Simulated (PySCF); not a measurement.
# Reading the logs of faulty runs: BClGeH4Si

All numbers below are calculated, not measured. The program is PySCF 2.14.0, an open-source quantum chemistry code, run on an isolated molecule that a program drew, which may never have been made. The molecule is BClGeH4Si (charge 0, singlet), drawn as the SMILES string `ClB[Si][GeH3]`.

Each row is a Hartree-Fock (HF) and frozen-core CCSD(T) single point in the cc-pV(D+d)Z basis, meant for a local HF minimum. Run 1 is clean. Each other run has one planted mistake out of seven kinds, and not every kind appears here: one electron removed, one electron added, multiplicity raised by two, geometry at a saddle point, minimal basis STO-3G, one bond length entered in bohr, all coordinates scaled. The reference is restricted for singlets and unrestricted otherwise, and also for a bond in bohr. Adding or removing an electron swaps singlet and doublet. Electrons count all cores. HOMO and LUMO are orbital energies over both spins, the gradient is its largest component, and the lowest frequency (negative if imaginary) is given only where the gradient is small. Bond lengths are over the 7 bonds as drawn. T1 is the CCSD diagnostic: over 0.02 (restricted) or 0.045 (unrestricted) a single reference is doubtful. Germanium has the cc-pVDZ-PP basis, with a core potential (ECP10MDF) in place of its 10 inner electrons, and its 3s, 3p and 3d shells are frozen in CCSD(T).

Geometry of the clean run:
```xyz
8
BClGeH4Si, angstrom
Cl   -2.2053   -1.3235    0.2201
B    -0.5282   -1.4703    0.7986
Si    0.6675    0.1499    0.7542
Ge   -0.0346    0.8384    3.0144
H    -0.1912   -2.5594    1.1639
H     1.1105    1.5717    3.7230
H    -0.5222   -0.2873    3.9367
H    -1.1920    1.8266    2.8053
```

```
run  electrons  basis functions  <S^2>  HOMO (eV)  LUMO (eV)  gradient (hartree/bohr)  lowest frequency (cm^-1)  mean bond (Å)  longest bond (Å)      T1  HF (hartree)  CCSD(T) (hartree)                          mistake
  1         72              103  0.000      -8.82      -0.02                  8.7e-06                        52         1.7229             2.465  0.0163   -1068.79820        -1069.27314                         no fault
  2         72              103  1.104      -8.10      -0.04                  1.9e-02                         -         1.9789             3.806  0.0428   -1068.71662        -1069.16223  one bond length entered in bohr
  3         71              103  0.768     -15.42      -6.76                  3.4e-02                         -         1.7229             2.465  0.0245   -1068.51322        -1068.96171                                ?
  4         73              103  0.768      -1.89       6.48                  2.7e-02                         -         1.7229             2.465  0.0191   -1068.83206        -1069.31821                                ?
```

**Which mistake was planted in run 3, and what did it cost?**

It counts 71 electrons, one fewer than the clean run, at the same geometry and basis. So the mistake is: one electron removed. Subtracting run 1 and multiplying by 627.51 kcal/mol a hartree, the energy moved by 178.8 kcal/mol in HF and 195.4 kcal/mol in CCSD(T).

**Which mistake was planted in run 4, and what did it cost?**

It counts 73 electrons, one more than the clean run, at the same geometry and basis. So the mistake is: one electron added. Subtracting run 1 and multiplying by 627.51 kcal/mol a hartree, the energy moved by -21.2 kcal/mol in HF and -28.3 kcal/mol in CCSD(T).

